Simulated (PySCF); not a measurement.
Species: C7H9FO.
Atom-mapped SMILES: `[CH:1]#[C:2][C@@H:3]1[CH2:4][CH2:5][C@@:6]1([F:7])[O:8][CH3:9]` (hydrogens: H10 on C1; H11 on C3; H12, H13 on C4; H14, H15 on C5; H16, H17, H18 on C9)

The same species was optimised twice, with GFN2-xTB and with PBE0-D3(BJ)/def2-SVP (PySCF), and the same property calculations (PySCF, gas phase) were run on both structures.

```csv
coordinate,GFN2-xTB,PBE0-D3(BJ)/def2-SVP,change
C1≡C2 (Å),1.197,1.212,+0.015
C6–F7 (Å),1.389,1.375,-0.014
C6–O8 (Å),1.370,1.357,-0.013
O8–C9 (Å),1.419,1.410,-0.009
C5–C6 (Å),1.533,1.524,-0.009
C2–C3 (Å),1.439,1.446,+0.007
C3–C4 (Å),1.547,1.552,+0.005
C4–C5 (Å),1.537,1.540,+0.003
C3–C6 (Å),1.560,1.562,+0.002
C2–C3–C4 (°),117.4,120.0,+2.6
C2–C3–C6 (°),117.1,119.4,+2.3
C3–C6–F7 (°),111.6,109.3,-2.3
C1–C2–C3 (°),177.6,179.6,+2.0
C4–C3–C6 (°),88.5,86.9,-1.6
C4–C5–C6 (°),89.9,88.7,-1.2
C5–C6–O8 (°),115.0,116.0,+1.0
C3–C6–O8 (°),118.6,119.5,+0.9
C5–C6–O8–C9 (°),174,171,-3
```

Rotational constants: A = 2115, B = 1569, C = 1163 MHz (GFN2-xTB) against A = 2067, B = 1619, C = 1154 MHz (PBE0-D3(BJ)/def2-SVP). Point groups within 0.08 Å: C1 and C1.

On the GFN2-xTB structure: HOMO (eV) -7.50 [PBE0/pcSseg-1]; LUMO (eV) 0.96 [PBE0/pcSseg-1]; dipole (D) 1.33 [PBE0/pcSseg-1]; GIAO shielding of C1 (ppm) 105.5 [PBE0/pcSseg-1]; GIAO shielding of C2 (ppm) 100.7 [PBE0/pcSseg-1]; GIAO shielding of C3 (ppm) 150.1 [PBE0/pcSseg-1]; GIAO shielding of C4 (ppm) 166.6 [PBE0/pcSseg-1]; GIAO shielding of C5 (ppm) 150.4 [PBE0/pcSseg-1]; GIAO shielding of C6 (ppm) 69.6 [PBE0/pcSseg-1]; GIAO shielding of F7 (ppm) 315.8 [PBE0/pcSseg-1]; GIAO shielding of O8 (ppm) 239.4 [PBE0/pcSseg-1].

What do these properties become on the PBE0-D3(BJ)/def2-SVP structure?

| property | level | on GFN2-xTB | on PBE0-D3(BJ)/def2-SVP | change |
| --- | --- | --- | --- | --- |
| HOMO (eV) | PBE0/pcSseg-1 | -7.50 | -7.47 | +0.03 |
| LUMO (eV) | PBE0/pcSseg-1 | 0.96 | 0.83 | -0.13 |
| dipole (D) | PBE0/pcSseg-1 | 1.33 | 1.26 | -0.07 |
| energy, GFN2-xTB geometry as zero (kcal/mol) | PBE0/pcSseg-1 | 0.0 | -0.9 | -0.9 |
| GIAO shielding of C1 (ppm) | PBE0/pcSseg-1 | 105.5 | 104.7 | -0.8 |
| GIAO shielding of C2 (ppm) | PBE0/pcSseg-1 | 100.7 | 99.6 | -1.1 |
| GIAO shielding of C3 (ppm) | PBE0/pcSseg-1 | 150.1 | 148.1 | -2.0 |
| GIAO shielding of C4 (ppm) | PBE0/pcSseg-1 | 166.6 | 162.5 | -4.1 |
| GIAO shielding of C5 (ppm) | PBE0/pcSseg-1 | 150.4 | 149.7 | -0.7 |
| GIAO shielding of C6 (ppm) | PBE0/pcSseg-1 | 69.6 | 70.9 | +1.3 |
| GIAO shielding of F7 (ppm) | PBE0/pcSseg-1 | 315.8 | 333.5 | +17.7 |
| GIAO shielding of O8 (ppm) | PBE0/pcSseg-1 | 239.4 | 241.4 | +2.0 |

The heavy atoms differ by 0.120 Å rms after alignment. Among bonds between heavy atoms C1≡C2 and C6–F7 change most and about equally (-0.014 to +0.015 Å). Changes are differences of the printed values. Neither structure is proved a minimum here.

Conformer computed: `[CH:1]#[C:2][C@@H:3]1[CH2:4][CH2:5][C@@:6]1([F:7])[O:8][CH3:9]`: C5–C6–O8–C9 171°.
